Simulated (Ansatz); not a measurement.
Reaction (formal loss of a carbene): `FCNC[SiH3]` → `[CH2]` (triplet) + `FCN[SiH3]`

Isolated molecules relaxed with PBE0-D4/def2-TZVP in Ansatz; ΔE leaves out vibrations. CBS: MP2 limit from def2 TZ/QZ plus the TZ coupled-cluster correction, frozen cores. This one scheme is used for every species. DFT in def2-TZVPP. HSE06 is defined as in plane-wave codes. Triplets are unrestricted, without spin–orbit coupling. Each species was taken in one conformer, which may not be the lowest.

`FCNC[SiH3]`:

Cartesian coordinates in Å:
```
F -1.710 -2.074 -0.289
C -1.454 -0.916 -1.048
N -0.773 0.078 -0.337
C 0.563 -0.257 0.132
Si 1.402 1.236 0.917
H -0.857 -1.245 -1.902
H -2.427 -0.545 -1.377
H -1.347 0.479 0.392
H 1.166 -0.559 -0.732
H 0.576 -1.105 0.830
H 2.695 0.823 1.523
H 0.523 1.788 1.985
H 1.644 2.298 -0.094
```

`[CH2]` (triplet):

Z-matrix (Å, degrees):
```
C
H 1 1.079
H 1 1.079 2 134.9
```

`FCN[SiH3]`:

Cartesian coordinates in Å:
```
F 0.585 1.401 1.526
C 0.243 1.337 0.168
N -0.596 0.251 -0.132
Si -0.029 -1.381 -0.261
H -0.240 2.288 -0.065
H 1.186 1.248 -0.378
H -1.559 0.401 0.126
H -1.048 -2.149 -1.021
H 1.259 -1.323 -0.999
H 0.199 -2.073 1.036
```

| level | ΔE (kJ/mol) | difference from CCSD(T)/CBS |
| --- | --- | --- |
| PBE-D4 | 366.9 | 15.5 |
| revPBE-D4 | 354.2 | 2.8 |
| HSE06-D4 | 354.9 | 3.5 |
| PBE0 | 349.5 | -1.9 |
| r2SCAN0 | 323.7 | -27.7 |
| HSE06 | 350.2 | -1.2 |
| MP2/def2-SVP | 348.2 | -3.2 |
| SCS-MP2/def2-TZVPP | 350.1 | -1.3 |
| CCSD/def2-TZVPP | 328.6 | -22.8 |
| SCS-MP2/def2-QZVPP | 357.3 | 5.9 |
| CCSD(T)/CBS | 351.4 | 0 |

Largest T1 diagnostic among the species: 0.011.

Leaving LDA and LC-ωPBE aside and taking each functional with its dispersion term where it has one, the values, not all of them listed here, spread over 41.2 kJ/mol, from r2SCAN0-D4 to PBE-D4. LDA lies +74.4 kJ/mol from PBE without D4. From BLYP to BHLYP (50 % exact exchange), in def2-TZVPP and without D4, ΔE moves by −11.9 kJ/mol.
